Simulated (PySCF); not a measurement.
# Working out the ionisation energy of Mn⁷⁺

Mn⁷⁺ [Ar] (1S) → Mn⁸⁺ [Ne] 3s2 3p5 (2P). All numbers are calculated (PySCF 2.14, scalar relativity by spin-free X2C-1e, in an even-tempered Gaussian basis (20 s from 0.32 bohr⁻², ratio 2.5; 13 p from 0.42 bohr⁻², ratio 2.5; 5 d from 3.8 bohr⁻², ratio 2.7; 5 f from 5.7 bohr⁻², ratio 2.7)). Frozen: 1s2; the 23 highest virtual orbitals dropped. Energies in hartree (1 hartree = 27.21139 eV):

```csv
part,Mn⁷⁺ (lower),Mn⁸⁺ (upper)
UHF,-1143.144062,-1135.994244
CCSD correlation,-0.581179,-0.554379
(T),-0.003978,-0.003849
```

Task: What does Hartree-Fock give?

Result: (-1135.994244) − (-1143.144062) = 7.149818 hartree = 194.556 eV.

Task: What do CCSD and CCSD(T) give?

Result: The CCSD correlation energies differ by 0.026800 hartree = 0.729 eV and the triples by 0.000129 hartree = 0.004 eV, so CCSD gives 195.285 eV and CCSD(T) 195.289 eV.

Reference: 195.5 ± 0.3 eV (semi-empirical (NIST evaluation); NIST Atomic Spectra Database, ionization energies), between the lowest levels; spin-orbit coupling is absent from the calculation.

What remains against the reference includes basis incompleteness, the frozen core and higher excitations.
